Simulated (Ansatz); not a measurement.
Species: diisocyanatosilane, C₂H₂N₂O₂Si (charge 0, singlet). SMILES: O=C=N[SiH2]N=C=O
Structure (B3LYP-D3(BJ)/def2-TZVP (Ansatz, a first-principles code) minimum search):
```
Si
N 1 1.7035
C 2 1.1949 1 165.98
O 3 1.1660 1 173.25 2 179.73
N 1 1.7035 2 110.34 3 22.25
C 5 1.1949 1 165.98 2 22.25
O 6 1.1660 1 173.25 2 21.29
H 1 1.4701 2 108.42 3 141.39
H 1 1.4701 8 111.91 2 -120.10
```
Charge 0, spin multiplicity 1.

Quantity: atomisation energy (electronic, to ground-state atoms), in kcal/mol. Correlated levels leave the core frozen unless marked. UHF or UKS for open shells. No spin-orbit coupling. No relativistic terms. The coupled-cluster limit lacks core correlation, which all-electron functionals hold. CBS(X,Y): correlation extrapolated as X^-3; Hartree-Fock from the larger set.

| level | program | atomisation energy (kcal/mol) |
|---|---|---|
| HF/STO-3G | Ansatz | 563.2 |
| B3LYP-D3(BJ)/def2-TZVPD | Ansatz + dftd3 | 1017.7 |
| CAM-B3LYP/def2-TZVPD | Ansatz | 1014.7 |
| B2GP-PLYP-D4/def2-TZVPD | Ansatz + dftd4 | 1004.0 |

Problem. Estimate the value at CCSD(T)/CBS(aug-cc-pV(T+d)Z,aug-cc-pV(Q+d)Z) as computed with Ansatz.

Solution. 1007.1 kcal/mol, so B2GP-PLYP-D4/def2-TZVPD differs from it by -3.1 kcal/mol.
